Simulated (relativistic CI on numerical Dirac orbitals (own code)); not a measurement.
# What each ingredient does to the levels of Kr²⁸⁺

Base calculation: Dirac-Coulomb-Breit CI, orbitals from a KLI potential per configuration, a model potential for QED, unscaled Slater integrals.

CI space (outside the closed core 1s2): 2s²2p⁴, 2s2p⁵, 2p⁶, 2p⁵3s, 2p⁵3p, 2p⁵3d, 2s²2p³3s, 2s²2p³3p, 2s²2p³3d, 2s2p⁴3s, 2s2p⁴3p, 2s2p⁴3d, 2s²2p³4s, 2s²2p³4p, 2s²2p³4d, 2s²2p³4f, 2s2p⁴4s, 2s2p⁴4p, 2s2p⁴4d, 2s2p⁴4f, 2s²2p²3s², 2s²2p³5s, 2s²2p²3s3p, 2s²2p³5p, 2s²2p³5d, 2s²2p³5f, 2s²2p³5g, 2s²2p²3p², 2s²2p²3s3d, 2s²2p²3p3d, 2s2p³3s², 2s²2p²3d², 2s2p³3s3p, 2s2p⁴5s, 2s2p³3p², 2s2p³3s3d. Levels of other configurations are missing.

Variants: (1) configuration mixing switched off; (2) non-relativistic limit. Shifts of the energy above 2s²2p⁴ ³P2, in eV, for the lowest level and the first level of each name with at least 55 % of one term (blank where a level changes its place among those of its configuration and J or its character, or is not in the variant):

| Level | Base | Δ(1) | Δ(2) |
| --- | --- | --- | --- |
| 2s²2p⁴ ³P2 | 0.00 | 0.00 | 0.00 |
| 2s²2p⁴ ³P1 | 52.48 | 0.00 | -52.48 |
| 2s²2p⁴ ¹D2 | 65.26 | -0.02 | -46.74 |
| 2s2p⁵ ³P°2 | 208.67 | -0.09 | -59.71 |
| 2s2p⁵ ³P°1 | 232.51 | +0.02 | -83.55 |
| 2s2p⁵ ³P°0 | 265.73 | -0.09 | -116.77 |
| 2s2p⁵ ¹P°1 | 296.84 | +0.28 | -93.83 |
| 2p⁶ ¹S0 | 472.39 | -5.03 | -123.88 |
| 2s²2p³3s ³D°3 | 1861.11 | +1.10 | -33.32 |
| 2s²2p³3s ¹D°2 | 1864.67 | +1.05 | -31.56 |
| 2s²2p³3s ³P°0 | 1877.84 | +4.54 | -36.19 |
| 2s²2p³3s ³P°1 | 1879.47 | +4.54 | -37.82 |
| 2s²2p³3p ³P0 | 1879.53 | +1.13 | -29.54 |
| 2s²2p³3p ³F3 | 1906.52 | -0.16 |  |

At this charge energies of transitions that change n are usually good to better than 1 %, and those within a shell (Δn = 0) to a few per cent.

Ionisation energy from the two ground configurations alone: base 3225.03 eV. The NIST ASD value (semi-empirical) is 3228 eV.

LS names give the leading component of a level, which can be under half, so a name can repeat, a term be missing and a line seem to break the LS rules.
